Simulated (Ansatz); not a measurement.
Complex (SMILES): F (HF) with [SiH3]C (CH3-SiH3), atoms 1 to 2 the first; geometry from B3LYP-D3(BJ)/def2-TZVP, monomers rigid:
```xyz
10

F     -0.8072     1.2098    -1.0332
H     -0.8337     1.4847    -0.1466
C     -0.8969     2.1476     1.9988
Si    -0.9462     2.6964     3.7994
H     -1.4172     2.8789     1.3758
H      0.1409     2.0657     1.6668
H     -1.3852     1.1755     1.8964
H     -0.2415     1.7083     4.6485
H     -0.2858     4.0143     3.9445
H     -2.3510     2.8086     4.2554
```

Basis-set convergence of the counterpoise-corrected interaction energy at PBE with Ansatz (a first-principles code). Cartesian d functions, on some or all atoms, in 6-31G**, 6-311G**, 6-311+G**; all else is spherical. The program fits the integrals of some runs and decomposes those of others, by size. No added dispersion term, no relativity. Functions are those of the species that has most. Reference: the value in aug-pcseg-3, -2.04 kcal/mol. Deviations are taken from unrounded values.

| basis | functions | counterpoise-corrected interaction energy (kcal/mol) | minus reference (kcal/mol) |
|---|---|---|---|
| STO-3G | 26 | 0.65 | 2.69 |
| pcseg-0 | 45 | -1.53 | 0.51 |
| def2-SV(P) | 60 | -1.30 | 0.74 |
| pcseg-1 | 81 | -1.37 | 0.67 |
| 6-31G** | 84 | -1.38 | 0.66 |
| 6-311G** | 105 | -1.54 | 0.50 |
| 6-311+G** | 117 | -1.93 | 0.11 |
| def2-TZVP | 141 | -1.78 | 0.26 |
| 6-311++G(2d,2p) | 159 | -1.94 | 0.10 |
| pcseg-2 | 192 | -1.90 | 0.14 |
| cc-pV(T+d)Z | 197 | -1.72 | 0.32 |
| def2-TZVPPD | 244 | -2.00 | 0.03 |
| 6-311++G(3df,3pd) | 251 | -1.99 | 0.05 |
| aug-pcseg-2 | 303 | -1.99 | 0.05 |
| aug-cc-pV(T+d)Z | 308 | -2.03 | 0.00 |
| cc-pV(Q+d)Z | 384 | -1.92 | 0.12 |
| pcseg-3 | 415 | -2.03 | 0.01 |
| aug-cc-pV(Q+d)Z | 571 | -2.03 | 0.00 |
